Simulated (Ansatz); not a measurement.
Total energies of C₇H₁₆O, SMILES `CCCC(O)CCC`.

```xyz
24

C    -1.5799    0.4109    3.1393
C    -0.6818    0.5252    1.9192
C    -1.4549    0.3751    0.6177
C    -0.6352    0.5524   -0.6560
O    -0.1514    1.8814   -0.7856
C     0.4885   -0.4633   -0.8019
C     1.1532   -0.4339   -2.1678
C     2.3139   -1.4064   -2.2800
H    -2.0792   -0.5616    3.1685
H    -2.3579    1.1791    3.1272
H    -1.0149    0.5227    4.0675
H    -0.1785    1.4995    1.9417
H     0.1067   -0.2321    1.9776
H    -2.2662    1.1107    0.5968
H    -1.9286   -0.6136    0.5915
H    -1.3150    0.4334   -1.5072
H     0.4958    2.0299   -0.0903
H     0.0897   -1.4660   -0.6052
H     1.2434   -0.2803   -0.0256
H     0.4035   -0.6637   -2.9338
H     1.4942    0.5846   -2.3747
H     2.7717   -1.3723   -3.2713
H     3.0934   -1.1763   -1.5477
H     1.9891   -2.4354   -2.0998
```

Charge 0, multiplicity 1. Geometry: relaxed with PBE0-D4/def2-TZVP. It is one conformer, not always the lowest. Basis def2-TZVPP, the Gaussian-basis code of Ansatz.

RPA on PBE orbitals: Hartree–Fock energy of these orbitals -349.31554 Eh, correlation -2.44452 Eh (frozen core).

```json
{"functional": "LDA (SPW92)", "energy without D4 (Eh)": "-348.57526", "D4 term (kJ/mol)": "–"}
{"functional": "BLYP", "energy without D4 (Eh)": "-351.55182", "D4 term (kJ/mol)": "-106.2"}
{"functional": "r2SCAN", "energy without D4 (Eh)": "-351.53005", "D4 term (kJ/mol)": "-13.6"}
{"functional": "B97M-V", "energy without D4 (Eh)": "-351.73209", "D4 term (kJ/mol)": "–"}
{"functional": "PBE0", "energy without D4 (Eh)": "-351.32072", "D4 term (kJ/mol)": "-40.9"}
{"functional": "BHLYP", "energy without D4 (Eh)": "-351.52581", "D4 term (kJ/mol)": "-51.7"}
{"functional": "CAM-B3LYP", "energy without D4 (Eh)": "-351.55628", "D4 term (kJ/mol)": "-40.7"}
{"functional": "LC-ωPBE", "energy without D4 (Eh)": "-351.53962", "D4 term (kJ/mol)": "–"}
{"functional": "ωB97X-V", "energy without D4 (Eh)": "-351.64785", "D4 term (kJ/mol)": "–"}
{"functional": "ωB97M-V", "energy without D4 (Eh)": "-351.55799", "D4 term (kJ/mol)": "–"}
```

**Question.** Give the same for PBE, revPBE, B3LYP, r2SCANh, r2SCAN0, HSE06 (plane-wave form), B2PLYP, PBE-QIDH. (Estimate.)

**Answer.** Ansatz gave: 
```json
{"functional": "PBE", "energy without D4 (Eh)": "-351.26373", "D4 term (kJ/mol)": "-48.4"}
{"functional": "revPBE", "energy without D4 (Eh)": "-351.62288", "D4 term (kJ/mol)": "-163.4"}
{"functional": "B3LYP", "energy without D4 (Eh)": "-351.75868", "D4 term (kJ/mol)": "-75.8"}
{"functional": "r2SCANh", "energy without D4 (Eh)": "-351.51784", "D4 term (kJ/mol)": "-14.1"}
{"functional": "r2SCAN0", "energy without D4 (Eh)": "-351.50112", "D4 term (kJ/mol)": "-15.3"}
{"functional": "HSE06 (plane-wave form)", "energy without D4 (Eh)": "-351.29941", "D4 term (kJ/mol)": "-37.7"}
{"functional": "B2PLYP", "energy without D4 (Eh)": "-351.42339", "D4 term (kJ/mol)": "–"}
{"functional": "PBE-QIDH", "energy without D4 (Eh)": "-351.27906", "D4 term (kJ/mol)": "–"}
```

B3LYP takes the VWN-RPA correlation (the form of Gaussian; ORCA's B3LYP/G). HSE06 is the plane-wave form, built on full-range PBE exchange. The double hybrids freeze the cores in their second-order part.

LC-ωPBE has ω = 0.4 bohr⁻¹.
